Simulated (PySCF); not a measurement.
**Size series: flake antimonene**

All values: TDDFT PBE/def2-SVP, gas phase, PySCF SCF with an in-house response code, fitting set def2-universal-JFIT, grid level 1 (kernel 0), vertical, one conformer each, geometries GFN1-xTB; core orbitals frozen in the response. The lowest 6 singlets were sought, and the brightest is taken among them. The runs took 3 to 10 CPU minutes each on shared server CPUs.

Some members have small gaps, where a closed-shell solution may not be the ground state. Some members have dark charge-transfer states, which this functional places too low. Tubes, flakes and crystal cuts are finite pieces capped as the formulas show; sizes are those of the cut before relaxation. Spin-orbit coupling is left out, which matters for the heavier atoms here. The basis has no diffuse functions, so the polarisability comes out too low.

```json
{"rings": "5", "formula": "Sb20H12", "HOMO-LUMO gap / eV": "2.57", "S1 / eV": "2.61", "T1 (TDA) / eV": "2.50", "LUMO / eV": "-2.58", "polarisability / bohr³": "965"}
{"rings": "6", "formula": "Sb23H13", "HOMO-LUMO gap / eV": "2.08", "S1 / eV": "2.11", "T1 (TDA) / eV": "2.03", "LUMO / eV": "-2.94", "polarisability / bohr³": "1204"}
{"rings": "7", "formula": "Sb25H13", "HOMO-LUMO gap / eV": "2.43", "S1 / eV": "2.47", "T1 (TDA) / eV": "2.39", "LUMO / eV": "-2.74", "polarisability / bohr³": "1266"}
{"rings": "8", "formula": "Sb28F14", "HOMO-LUMO gap / eV": "0.97", "S1 / eV": "1.01", "T1 (TDA) / eV": "0.94", "LUMO / eV": "-4.51", "polarisability / bohr³": "1412"}
{"rings": "9", "formula": "Sb31H15", "HOMO-LUMO gap / eV": "2.31", "S1 / eV": "2.33", "T1 (TDA) / eV": "2.27", "LUMO / eV": "-2.87", "polarisability / bohr³": "1661"}
{"rings": "10", "formula": "Sb33H15", "HOMO-LUMO gap / eV": "1.78", "S1 / eV": "1.82", "T1 (TDA) / eV": "1.74", "LUMO / eV": "-3.15", "polarisability / bohr³": "1757"}
{"rings": "11", "formula": "Sb40H20", "HOMO-LUMO gap / eV": "2.31", "S1 / eV": "2.34", "T1 (TDA) / eV": "2.27", "LUMO / eV": "-2.85", "polarisability / bohr³": "2259"}
```
